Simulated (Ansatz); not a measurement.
A CCSD(T) single point on BH$_{6}$N$_{3}$, SMILES `NB(N)N`.

```yaml
crystal:
  periodic: [false, false, false]
  atoms:
    - {symbol: N, position_ang: [-1.182686, 0.390432, -0.680636]}
    - {symbol: B, position_ang: [0.008482, -0.006062, -0.001727]}
    - {symbol: N, position_ang: [0.315096, -1.391284, 0.145257]}
    - {symbol: N, position_ang: [0.891803, 0.980479, 0.526266]}
    - {symbol: H, position_ang: [-1.744409, -0.254996, -1.203464]}
    - {symbol: H, position_ang: [-1.397616, 1.349514, -0.878716]}
    - {symbol: H, position_ang: [-0.328431, -2.118942, -0.102319]}
    - {symbol: H, position_ang: [1.110947, -1.721948, 0.657135]}
    - {symbol: H, position_ang: [0.723082, 1.965218, 0.446950]}
    - {symbol: H, position_ang: [1.686734, 0.756391, 1.094053]}
basis:
  gaussian: {orbitals: def2-QZVPP}
correlation: {method: ccsd_t}
```

```sh
$ ansatz run in.yaml --threads 2 --pin off --events-out ev --progress --plain --max-ram 32768MiB --backend cuda --devices 0, --max-vram 18GiB
```

Output of Ansatz, abridged:

```
Functional definition: HF
2444 factors; integrals over basis functions are off by at most 8.5e-4 eV
mean field evaluation 1: about -5211.8768 eV, gradient 5.5e1 eV
mean field evaluation 2: about -5211.8781 eV, gradient 5.5e1 eV
mean field evaluation 4: about -5217.7679 eV, gradient 3.2e0 eV
mean field evaluation 8: about -5217.8057 eV, gradient 6.1e-2 eV
mean field evaluation 16: about -5217.8047 eV, gradient 3.4e-1 eV
mean field -5217.80567619 eV, -191.7508218444 hartree, gradient 4.1e-6 eV, S^2 0.000000; 0 other end points of the search recorded, 0 dependent functions left out
4 core orbitals not correlated: weight in the atoms' cores, before any rotation towards them, 1.000 or more for the frozen orbitals, at most 0.000 for the correlated occupied ones
reference -5217.80567619 eV, -191.7508218444 hartree; 12, 12 occupied and 392, 392 virtual orbitals, 2444 factors
second order -21.65914871 eV of doubles, -0.00000000 eV of singles
cycle   1  -21.66851958 eV  change   -9.4e-3 eV  update   7.7e-2
cycle   2  -22.08630415 eV  change   -4.2e-1 eV  update   2.1e-2
cycle   3  -22.16257886 eV  change   -7.6e-2 eV  update   9.7e-3
cycle   4  -22.15371592 eV  change    8.9e-3 eV  update   2.1e-3
cycle   5  -22.15432249 eV  change   -6.1e-4 eV  update   9.3e-4
cycle   6  -22.15441724 eV  change   -9.5e-5 eV  update   2.2e-4
cycle   7  -22.15426019 eV  change    1.6e-4 eV  update   7.5e-5
cycle   8  -22.15422847 eV  change    3.2e-5 eV  update   2.3e-5
cycle   9  -22.15422987 eV  change   -1.4e-6 eV  update   6.9e-6
perturbative correction -0.88148821 eV, -0.0323940942 hartree
Total energy: -5240.84139427 eV, -192.5973688695 hartree
```

It took 22 s on 2 threads of an AMD EPYC 7R13 on a shared host and a share of an NVIDIA H100 80 GB, with 0.9 GiB of host memory at the peak.

Correlation energy per correlated electron: -0.960 eV. T1 diagnostic: 0.0094.
